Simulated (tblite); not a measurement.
Parent: `[CH3:1][O:2][CH2:3][C@@:4]1([C:5]#[N:6])[O:7][C@H:8]1[F:9]` with C1–O2–C3–C4 179°, O2–C3–C4–C5 66°, C5H6FNO2.

The geometries are computed with GFN2-xTB (gas phase). One conformer each, not checked by frequencies here.

```csv
coordinate of the parent,value
C1–O2,1.408 Å
O2–C3,1.404 Å
C3–C4,1.520 Å
C4–C5,1.437 Å
C5≡N6,1.142 Å
C4–O7,1.416 Å
O7–C8,1.365 Å
C8–F9,1.346 Å
C4–C8,1.477 Å
C1–O2–C3,113.0°
O2–C3–C4,107.4°
C3–C4–C5,115.1°
C3–C4–O7,117.7°
C3–C4–C8,119.8°
C5–C4–O7,116.6°
C5–C4–C8,118.6°
O7–C4–C8,56.3°
C4–C5–N6,179.4°
C4–O7–C8,64.1°
O7–C8–F9,116.3°
C4–C8–O7,59.6°
C4–C8–F9,118.4°
```

Problem. How does the shared frame change in `[CH3:1][O:2][CH2:3][C@@:4]1([CH2:5][C:6]#[N:7])[O:8][C@@H:9]1[F:10]` with C1–O2–C3–C4 -178°, O2–C3–C4–C5 66°, C3–C4–C5–C6 61°, C6H8FNO2? Atoms pair as C1 = C1, O2 = O2, C3 = C3, C4 = C4, C5 = C5, O7 = O8, C8 = C9, F9 = F10 (parent first).

Solution. 
```tsv
parent	relative	value in the relative	change
C1–O2	C1–O2	1.408 Å	0.000
O2–C3	O2–C3	1.407 Å	+0.003
C3–C4	C3–C4	1.517 Å	-0.003
C4–C5	C4–C5	1.521 Å	+0.084
C4–O7	C4–O8	1.411 Å	-0.005
O7–C8	O8–C9	1.371 Å	+0.006
C8–F9	C9–F10	1.353 Å	+0.007
C4–C8	C4–C9	1.466 Å	-0.011
C1–O2–C3	C1–O2–C3	112.9°	-0.1
O2–C3–C4	O2–C3–C4	107.6°	+0.2
C3–C4–C5	C3–C4–C5	115.0°	-0.1
C3–C4–O7	C3–C4–O8	116.6°	-1.1
C3–C4–C8	C3–C4–C9	119.5°	-0.3
C5–C4–O7	C5–C4–O8	117.4°	+0.8
C5–C4–C8	C5–C4–C9	119.0°	+0.4
O7–C4–C8	O8–C4–C9	56.9°	+0.6
C4–O7–C8	C4–O8–C9	63.6°	-0.5
O7–C8–F9	O8–C9–F10	116.1°	-0.2
C4–C8–O7	C4–C9–O8	59.5°	-0.1
C4–C8–F9	C4–C9–F10	118.9°	+0.5
```

Of the parent's bonds, C4–C5 changes most (+0.084 Å). Bonds of the relative outside the shared frame: C5–C6 1.443, C6≡N7 1.142 Å. Point group C1 → C1.
